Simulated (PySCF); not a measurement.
**Working out the ionisation energy of Ag**

Ag [Kr] 4d10 5s1 (2S) → Ag⁺ [Kr] 4d10 (1S). Calculation: PySCF 2.14, in x2c-TZVPall (8s6p6d1f, 63 functions); the spin-free X2C one-electron Hamiltonian (Gaussian nucleus). Frozen: [Kr]. Energies in hartree (1 hartree = 27.21139 eV):

| part | Ag (lower) | Ag⁺ (upper) |
| --- | --- | --- |
| UHF | -5312.812032 | -5312.578517 |
| MP2 opposite-spin | -0.187585 | -0.172168 |
| MP2 same-spin | -0.111076 | -0.099865 |

Task: What does Hartree-Fock give?

Result: (-5312.578517) − (-5312.812032) = 0.233515 hartree = 6.354 eV.

Task: What do MP2 and SCS-MP2 (6/5 opposite-spin, 1/3 same-spin) give?

Result: The opposite-spin parts differ by 0.420 eV and the same-spin parts by 0.305 eV. MP2: 6.354 + (0.420) + (0.305) = 7.079 eV. SCS-MP2: 6.354 + 1.2 × (0.420) + (0.305)/3 = 6.960 eV.

Measured between the centres of the two terms (NIST): 7.576 eV, so MP2 (valence) is off by -0.497 eV.

What remains against the reference includes basis incompleteness, the frozen core and correlation beyond second order.
